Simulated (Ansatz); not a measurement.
The inner images of a band of ClH$_{6}$NOSiZn (11 atoms, charge 0, multiplicity 1) are given out of order.

The calculation used Ansatz, RKS B3LYP/def2-SVP.

First end point:

```xyz
11
Properties=species:S:1:pos:R:3
Zn 0.158 0.023 0.274
O -0.485 -0.422 1.913
H -1.392 -0.748 1.946
Cl 0.142 0.372 -1.859
N 2.025 0.740 1.130
H 2.683 -0.043 1.153
Si 2.713 2.229 0.407
H 3.262 1.854 -0.917
H 1.602 3.209 0.302
H 3.794 2.794 1.264
H 1.648 0.831 2.080
```

Last end point:

```xyz
11
Properties=species:S:1:pos:R:3
Zn 0.628 0.009 -0.167
O -0.173 -0.281 1.825
H -0.994 0.090 2.177
Cl -0.780 -0.475 -1.701
N 2.173 0.672 0.699
H 2.887 -0.037 0.881
Si 2.825 2.267 0.488
H 3.726 2.455 -0.699
H 1.667 3.203 0.316
H 3.610 2.709 1.686
H 0.581 0.228 2.188
```

Q: Put them in order from the first end to the last, with their energies above the first end.
A.
```xyz
11
Properties=species:S:1:pos:R:3
Zn 0.162 -0.003 0.204
O -0.440 -0.188 1.909
H -1.361 -0.444 2.038
Cl 0.101 0.053 -1.948
N 2.068 0.655 1.035
H 2.760 -0.095 0.971
Si 2.683 2.242 0.489
H 3.271 2.042 -0.858
H 1.519 3.164 0.453
H 3.717 2.783 1.418
H 1.669 0.630 1.981
```
B.
```xyz
11
Properties=species:S:1:pos:R:3
Zn 0.180 -0.063 -0.013
O -0.207 0.001 1.790
H -1.075 0.211 2.146
Cl -0.350 -0.451 -2.053
N 2.096 0.558 0.832
H 2.833 -0.149 0.827
Si 2.684 2.229 0.660
H 3.434 2.346 -0.618
H 1.481 3.103 0.643
H 3.570 2.621 1.794
H 1.503 0.433 1.685
```
C.
```xyz
11
Properties=species:S:1:pos:R:3
Zn 0.150 -0.014 0.122
O -0.361 0.020 1.873
H -1.280 -0.152 2.102
Cl -0.070 -0.264 -2.000
N 2.096 0.591 0.918
H 2.812 -0.129 0.804
Si 2.676 2.245 0.582
H 3.340 2.219 -0.747
H 1.483 3.130 0.574
H 3.640 2.717 1.617
H 1.664 0.477 1.847
```
D.
```xyz
11
Properties=species:S:1:pos:R:3
Zn 0.394 -0.064 -0.166
O -0.064 -0.086 1.761
H -0.750 0.428 2.207
Cl -0.522 -0.501 -2.045
N 2.049 0.566 0.831
H 2.787 -0.138 0.906
Si 2.678 2.200 0.662
H 3.440 2.395 -0.608
H 1.496 3.111 0.654
H 3.573 2.576 1.798
H 1.069 0.353 1.692
```
E.
```xyz
11
Properties=species:S:1:pos:R:3
Zn 0.614 -0.049 -0.217
O -0.165 -0.127 1.797
H -0.860 0.432 2.173
Cl -0.658 -0.595 -1.841
N 2.163 0.578 0.709
H 2.916 -0.109 0.777
Si 2.745 2.213 0.588
H 3.525 2.531 -0.653
H 1.544 3.108 0.598
H 3.612 2.579 1.752
H 0.715 0.277 2.010
```

A: A (0.00 eV), C (+0.02 eV), B (+0.10 eV), D (+0.53 eV), E (+0.26 eV).

Run time: 8.2 min on 4 threads of Intel(R) Xeon(R) Platinum 8259CL CPU @ 2.50GHz (Skylake/Cascade Lake) (shared host), peak memory 0.41 GiB.
